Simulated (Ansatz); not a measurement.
`SC1BO1`, 7 atoms. Charge 0, multiplicity 1. All runs use 2 threads of an Arm Neoverse V1 on a shared host. Correlated methods freeze the cores. Open-shell runs search over several starts.

Task: Give the basis size and wall time and peak host memory of each of these runs in Ansatz. UHF-CCSD(T)/def2-TZVPP energy of the cation; RHF-CCSD(T)/def2-SVP energy; UKS PBE-D4/def2-TZVPP energy of the cation; UKS ωB97M-V/def2-TZVPP energy of the cation; UKS B3LYP-D4/def2-TZVPP energy of the cation; RKS PBE0-D4/def2-TZVP relaxation (8 steps); RKS HSE06 (plane-wave form)-D4/def2-TZVPP energy; RKS PBE0-D4/def2-TZVP frequencies; RKS PBE0-D4/def2-SVP energy; UKS PBE0-D4/def2-TZVPP energy of the cation; UKS ωB97X-V/def2-TZVPP energy of the cation; RKS SPW92 (LDA)/def2-TZVPP energy. (An estimate is asked.)

Result: Computed: Other jobs shared the machine, so times are rough.

| level | job | functions | wall time | peak host memory (GiB) |
| --- | --- | --- | --- | --- |
| RKS PBE0-D4/def2-SVP | energy | 75 | 0.9 s | 0.13 |
| RKS SPW92 (LDA)/def2-TZVPP | energy | 177 | 1.1 s | 0.18 |
| RHF-CCSD(T)/def2-SVP | energy | 75 | 1.6 s | 0.2 |
| RKS HSE06 (plane-wave form)-D4/def2-TZVPP | energy | 177 | 2.7 s | 0.37 |
| UKS PBE-D4/def2-TZVPP | energy of the cation | 177 | 4.3 s | 0.24 |
| UKS B3LYP-D4/def2-TZVPP | energy of the cation | 177 | 4.9 s | 0.41 |
| UKS PBE0-D4/def2-TZVPP | energy of the cation | 177 | 6 s | 0.42 |
| UKS ωB97X-V/def2-TZVPP | energy of the cation | 177 | 16 s | 0.56 |
| UKS ωB97M-V/def2-TZVPP | energy of the cation | 177 | 18 s | 0.59 |
| RKS PBE0-D4/def2-TZVP | relaxation (8 steps) | 148 | 25 s | 0.28 |
| RKS PBE0-D4/def2-TZVP | frequencies | 148 | 80 s | 0.28 |
| UHF-CCSD(T)/def2-TZVPP | energy of the cation | 177 | 2.9 min | 3.9 |

B3LYP here is the variant with VWN-RPA as its local correlation; programs differ in this.
